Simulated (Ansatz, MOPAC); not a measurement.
Process, species as SMILES: [CH3][GeH][CH3] -> [GeH2]([CH2])[CH3]

Wanted: isomerisation energy (enthalpy at 298 K), in kcal/mol. Set-up: PM7 with its own dispersion and hydrogen-bond terms; no spin-orbit coupling; non-relativistic; no dispersion term unless named; UHF or UKS for open shells. Ab initio and DFT rows: single points at B3LYP-D3(BJ) geometries (Ansatz, a first-principles code), with unscaled harmonic terms from B3LYP/6-31G* (LANL2DZ past Ar) (Ansatz) at its own minima. Semi-empirical rows: MOPAC heats of formation at their own minima for 298 K.

| species | coefficient | E at HF/STO-3G (Ansatz), Eh | E at wB97M-V/def2-TZVPD (Ansatz), Eh | H(298 K) - E, kcal/mol | heat of formation at PM7 (MOPAC), kcal/mol |
|---|---|---|---|---|---|
| [CH3][GeH][CH3] | -1 | -2130.62160 | -2157.24354 | 54.61 | 7.17 |
| [CH2][GeH2][CH3] | +1 | -2130.61545 | -2157.21187 | 51.60 | 38.29 |

 1 Eh = 627.5095 kcal/mol.

**Question.** Work the quantity out at each level.

**Answer.** 
- HF/STO-3G: the sum of coefficient times E is 0.00615 Eh, or 3.86 kcal/mol; the thermal terms add -3.01. Result: 0.8 kcal/mol.
- wB97M-V/def2-TZVPD: the sum of coefficient times E is 0.03167 Eh, or 19.87 kcal/mol; the thermal terms add -3.01. Result: 16.9 kcal/mol.
- PM7: the sum of coefficient times heat of formation is 31.12 kcal/mol; it needs no thermal term.
